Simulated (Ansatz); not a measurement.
Total energies of Si(NCS)2Cl2 (SiC2S2N2Cl2) from Ansatz at PBE-D4/def2-TZVPD, gas phase (1 Eh = 27.2114 eV = 2625.5 kJ/mol). The reference geometry is relaxed at r2SCAN-D4/def2-SVP.

```tsv
atom	x (Å)	y (Å)	z (Å)
Si1	0.6626	-0.2389	0.4989
N2	-0.0569	1.2959	0.4862
C3	-0.5185	2.4076	0.5330
S4	-1.1264	3.8516	0.5862
N5	-0.1303	-1.2287	-0.6260
C6	-0.6432	-1.9888	-1.4071
S7	-1.3179	-2.9701	-2.4267
Cl8	0.4974	-1.0550	2.3626
Cl9	2.6332	-0.0735	-0.0070
```

```
                 state   geometry  energy (Eh)
      charge 0 singlet  reference  -2191.26761
     charge -1 doublet  reference  -2191.28862
free Si atom (triplet)          –   -289.22297
 free N atom (quartet)          –    -54.53224
 free C atom (triplet)          –    -37.79605
 free S atom (triplet)          –   -397.93910
free Cl atom (doublet)          –   -459.95933
```

Work out the vertical electron affinity, to the doublet.

E(charge 0 singlet) − E(charge -1 doublet) = -2191.26761 − (-2191.28862) = 0.02101 Eh = 0.57 eV.

What is the binding energy per atom against free atoms?

Atoms: 1 × (-289.22297) + 2 × (-54.53224) + 2 × (-37.79605) + 2 × (-397.93910) + 2 × (-459.95933) = -2189.67641 Eh. Binding: -2189.67641 − (-2191.26761) = 1.59120 Eh = 43.30 eV, or 4.81 eV for each of 9 atoms (no zero-point energy, no counterpoise term).

At PBE-D4/def2-TZVPD the highest occupied level of the charge -1 doublet lies above zero (up to 1.41 eV). By energy differences its removal costs 0.57 eV (vertical, to the charge 0 singlet, at PBE-D4/def2-TZVPD); a positive level beside a positive removal energy at the same level points to self-interaction error. At PBE-D4/def2-TZVPD the gap within one spin of the charge -1 doublet nearly closes, so an electron or hole may be smeared out by delocalisation error.
